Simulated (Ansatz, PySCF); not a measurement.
H4O2SiZn. Atoms are numbered in the order given.

```xyz
8

Zn     0.4106     0.1358     0.7200
O      0.8328     0.7565     2.3148
H      1.6579     1.2510     2.3458
O     -0.0553    -0.5929    -0.8139
Si    -1.1260    -0.4008    -2.0426
H     -2.5464    -0.5287    -1.5750
H     -0.8880    -1.4404    -3.0897
H     -0.9976     0.9472    -2.6917
```

Geometry optimised at PBE0-D3(BJ)/def2-SVP. The structure was generated by enumeration; whether it is a known compound was not checked. The values are those of a single conformer.

Vertical ionisation energy (IE) and electron affinity (EA) in eV. Rows of orbital energies are one-electron estimates. Where ΔSCF, EOM or ADC give a negative EA the extra electron is unbound and the value depends on the basis.

```csv
level,IE,EA
"−ε(HOMO), −ε(LUMO), PBE0/def2-TZVP (PySCF)",8.34,1.33
"−ε(HOMO), −ε(LUMO), PBE/def2-TZVP (PySCF)",6.85,2.25
"ΔSCF, PBE0/def2-SVPD (Ansatz), final states of multiplicity 2 and 2",10.30,-0.05
"ΔSCF, PBE/def2-SVPD (Ansatz), final states of multiplicity 2 and 2",9.73,0.10
```

Task: What vertical singlet–triplet gap does ΔSCF give with PBE0/def2-SVPD (Ansatz, a first-principles code) and with PBE/def2-SVPD (Ansatz)? (An estimate is asked for; the answer gives what the named calculation found.)

Result: 5.26 and 4.61 eV (triplet above singlet where positive).
